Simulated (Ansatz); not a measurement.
`[CH3][Ge]([Cl])([Cl])[Cl]` + SiH₄ → `[CH3][Ge]([SiH3])([Cl])[Cl]` + HCl at 298.15 K and 1 bar (formal exchange of groups at a Ge–Cl bond).

Calculated with Ansatz (gas phase, PBE0-D4/def2-TZVP geometries, no zero-point term in ΔE). CCSD(T)/CBS is the MP2 limit (def2-TZVPP, def2-QZVPP) plus CCSD(T) − MP2 in def2-TZVPP, frozen cores. This one scheme is used for every species. For Ge outer-core shells are correlated without core-valence functions, which leaves a few kJ/mol of doubt a bond. Scalar relativity is left out up to krypton.

| species | CCSD(T)/CBS energy (Eh) | H − E (kJ/mol) | S (J/(mol·K)) |
| --- | --- | --- | --- |
| `[CH3][Ge]([Cl])([Cl])[Cl]` | -3495.45170 | 131.1 | 368.9 |
| SiH₄ | -291.46306 | 92.1 | 204.8 |
| `[CH3][Ge]([SiH3])([Cl])[Cl]` | -3326.51325 | 196.9 | 409.6 |
| HCl | -460.38127 | 26.6 | 186.8 |

H − E and S are ideal-gas, rigid-rotor, harmonic terms from PBE0-D4/def2-TZVP. 1 Eh = 2625.50 kJ/mol, R = 8.31446 J/(mol·K).

Q: By hand: ΔE, ΔH, ΔS and ΔG.

A: ΔE = (-3326.51325) + (-460.38127) − (-3495.45170) − (-291.46306) = 0.02024 Eh = 53.1 kJ/mol. Δ(H − E) = 196.9 + 26.6 − 131.1 − 92.1 = 0.3, so ΔH = 53.4 kJ/mol. ΔS = 409.6 + 186.8 − 368.9 − 204.8 = 22.7 J/(mol·K). ΔG = 53.4 − 298.15 × (22.7)/1000 = 46.6 kJ/mol.

Q: By hand: the equilibrium constant, and the temperature at which ΔG would vanish if ΔH and ΔS stayed fixed.

A: log₁₀ K = −ΔG/(RT ln 10) = -8.2. ΔG = 0 at ΔH/ΔS = 2352 K.

ΔH outweighs TΔS. A doubt of 5 kJ/mol in ΔE shifts log₁₀ K by 0.9 here. These are equilibria of isolated gas molecules and say nothing of rates. Largest T1 diagnostic: 0.011 (customary marks: 0.02 for closed shells, 0.045 for open ones).
